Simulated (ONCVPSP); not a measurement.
# An all-electron radial function and its pseudo partner (lithium)

Columns: radius, all-electron u(r) and pseudo u(r) of the 1s shell (level -55.76 eV) of lithium in the configuration 1s2 2s0.5; PBE, scalar-relativistic, ONCV scheme, ONCVPSP 4.0.1.

```csv
r (bohr),all-electron,pseudo
0.055,0.4338,0.2787
0.110,0.7369,0.5408
0.165,0.9406,0.7713
0.220,1.0692,0.9590
0.275,1.1422,1.0978
0.330,1.1742,1.1864
0.385,1.1761,1.2279
0.440,1.1564,1.2293
0.495,1.1213,1.1991
0.550,1.0756,1.1467
0.605,1.0232,1.0811
0.660,0.9667,1.0093
0.715,0.9082,0.9366
0.770,0.8494,0.8663
0.825,0.7912,0.8001
0.880,0.7346,0.7386
0.935,0.6801,0.6815
0.990,0.6281,0.6285
1.045,0.5789,0.5789
1.100,0.5325,0.5325
1.155,0.4891,0.4890
1.210,0.4485,0.4485
1.265,0.4107,0.4107
1.320,0.3757,0.3757
1.375,0.3432,0.3432
1.430,0.3133,0.3132
```

Task: How many radial nodes do the two functions have?

Result: The all-electron 1s function has n − l − 1 = 0; the pseudo-wave has 0.

Task: At about which radius was the pseudo-wave matched?

Result: 1.10 bohr. The columns agree to 0.0005 from 0.99 bohr on; several derivatives are matched, so the curves merge somewhat inside the radius.

Task: Where does each function peak?

Result: Outermost all-electron maximum near 0.39 bohr, pseudo maximum near 0.44 bohr (to the table’s step).

Task: Is the pseudo-wave norm-conserving?

Result: Yes: the ONCV scheme keeps the norm inside the radius equal to the all-electron one, which fixes the energy derivative of the logarithmic derivative at the level.
